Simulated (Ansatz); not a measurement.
Consider the ligand exchange at the Si–Te bond: `CC[Te][SiH3]` + PH₃ → `[SiH3]P` + `CC[TeH]`.

Computed with Ansatz on PBE0-D4/def2-TZVP structures; ΔE is electronic, products minus reactants. CCSD(T)/CBS adds triple-zeta CCSD(T) − MP2 to the extrapolated MP2 energy (def2 sets, frozen cores). This one scheme is used for every species. Functionals use def2-TZVPP. Elements past krypton have def2 core potentials. For Te outer-core shells are correlated without core-valence functions, which leaves a few kJ/mol of doubt a bond. Each species was taken in one conformer, which may not be the lowest.

`CC[Te][SiH3]`:

Cartesian coordinates in Å:
```
C 0.623 0.775 -2.037
C -0.072 0.438 -0.735
Te 1.147 -0.905 0.450
Si -0.469 -1.018 2.330
H 1.583 1.268 -1.864
H 0.003 1.453 -2.631
H 0.808 -0.119 -2.637
H -1.023 -0.065 -0.904
H -0.244 1.326 -0.128
H 0.126 -1.914 3.353
H -0.705 0.327 2.919
H -1.778 -1.566 1.885
```

PH₃:

```xyz
4

P    -0.318   -0.478    0.087
H    -0.868    0.831    0.095
H     0.418   -0.245   -1.104
H     0.769   -0.109    0.922
```

`[SiH3]P`:

Cartesian coordinates in Å:
```
Si 0.713 -0.277 0.291
P -0.794 0.878 -0.925
H 1.563 0.702 1.019
H 1.566 -1.051 -0.648
H 0.106 -1.212 1.274
H -1.577 1.231 0.207
H -1.578 -0.271 -1.217
```

`CC[TeH]`:

```xyz
9

C     0.955   -0.530    0.434
C    -0.163    0.434    0.097
Te   -1.507   -0.468   -1.329
H     0.572   -1.454    0.874
H     1.640   -0.079    1.157
H     1.538   -0.796   -0.451
H     0.218    1.349   -0.355
H    -0.752    0.689    0.977
H    -2.501    0.857   -1.404
```

CCSD(T)/CBS gives +9.9 kcal/mol.

Problem. Another level gave +8.1 kcal/mol. Which?
A. B97M-V/def2-TZVPP
B. BLYP/def2-TZVPP
C. ωB97M-V/def2-TZVPP
D. SCS-MP2/def2-TZVPP

Solution. B. BLYP 8.1, SCS-MP2/def2-TZVPP 10.2, B97M-V 6.9, ωB97M-V 9.2 kcal/mol.

Problem. What do rigid-rotor, harmonic-oscillator terms from PBE0-D4/def2-TZVP frequencies (298.15 K, 1 bar) make of the CCSD(T)/CBS value? (Estimate.)

Solution. The calculation gave: ΔZPE = -0.4 kcal/mol, ΔH = +9.0 kcal/mol, ΔS = 6 J/(mol·K), ΔG = +8.6 kcal/mol. Modes under 50 cm⁻¹ make the entropy rough.

Largest T1 diagnostic among the species: 0.013.

Leaving LDA and LC-ωPBE aside and taking each functional with its dispersion term where it has one, the values, not all of them listed here, spread over 3.1 kcal/mol, from B97M-V to BHLYP-D4. From BLYP to BHLYP (50 % exact exchange), in def2-TZVPP and without D4, ΔE moves by +0.8 kcal/mol.
